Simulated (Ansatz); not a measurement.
One change: `[CH3][GeH2][Se]C` becomes `C[Se][GeH3]`.

Ansatz, PBE0-D4/def2-TZVP geometries, multiplicity 1. Each molecule was computed in one conformer, which needn't be the lowest.

Scalar relativity is left out up to krypton.

| property | `[CH3][GeH2][Se]C` |
| --- | --- |
| ideal-gas entropy at 298 K and 1 bar (rigid rotor, harmonic PBE0-D4/def2-TZVP) / J/(mol·K) | 379 |
| HOMO–LUMO gap (B3LYP/def2-TZVPP) / eV | 5.96 |
| HOMO–LUMO gap (ωB97M-V/def2-TZVPP) / eV | 10.37 |
| HOMO–LUMO gap (PBE/def2-TZVPP) / eV | 4.45 |
| size of the dipole moment (B3LYP/def2-TZVPP) / D | 1.81 |
| HOMO energy (PBE/def2-TZVPP) / eV | -5.20 |

**Question.** Give the same properties after the change, and the shifts. (An estimate is asked.)

**Answer.** The calculation gave: 
```json
{"property": "ideal-gas entropy at 298 K and 1 bar (rigid rotor, harmonic PBE0-D4/def2-TZVP) / J/(mol·K)", "`C[Se][GeH3]`": "341", "shift": "-38"}
{"property": "HOMO–LUMO gap (B3LYP/def2-TZVPP) / eV", "`C[Se][GeH3]`": "5.80", "shift": "-0.16"}
{"property": "HOMO–LUMO gap (ωB97M-V/def2-TZVPP) / eV", "`C[Se][GeH3]`": "10.22", "shift": "-0.15"}
{"property": "HOMO–LUMO gap (PBE/def2-TZVPP) / eV", "`C[Se][GeH3]`": "4.30", "shift": "-0.15"}
{"property": "size of the dipole moment (B3LYP/def2-TZVPP) / D", "`C[Se][GeH3]`": "1.32", "shift": "-0.49"}
{"property": "HOMO energy (PBE/def2-TZVPP) / eV", "`C[Se][GeH3]`": "-5.34", "shift": "-0.14"}
```

With PBE0 the HOMO falls by 0.14 eV and the LUMO falls by 0.30 eV, so the gap narrows by about 0.16 eV. PBE moves the HOMO by -0.14 eV and ωB97M-V by -0.13 eV. The zero-point energy changes by -76.8 kJ/mol with -9 modes. Dipoles are sizes alone; their direction can turn. Modes under 60 cm⁻¹, often nearly free rotors, make the harmonic entropy too high.

B3LYP here is the variant with VWN-RPA as its local correlation; programs differ in this.

Spin–orbit coupling is left out; it splits and shifts lone-pair levels of the heavy atoms by tenths of an eV.
